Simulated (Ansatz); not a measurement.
Cartesian coordinates in Å:
```
Cl -1.729 0.637 -0.613
Ga 0.184 -0.068 0.065
H 1.161 -0.516 -1.060
H 0.385 -0.054 1.608
```

Charge 0, multiplicity 1.

Task: List the B3LYP/def2-TZVPP orbital energies in eV (Ansatz 0.2.0). (An estimate is asked.)

Result: Ansatz gave: Occupied: -10138.60, -2762.08, -1250.35, -1107.61, -1107.51, -1107.48, -256.82, -195.82, -195.73, -195.69, -150.40, -103.86, -103.62, -103.52, -23.81, -23.56, -23.50, -23.46, -23.38, -21.57, -12.88, -9.62, -9.58, -8.91, -8.21. Lowest empty: -2.11, -0.26, 0.73, 2.88, 3.40, 4.02, 4.38, 4.82.

B3LYP here is the variant with VWN-RPA as its local correlation; programs differ in this.
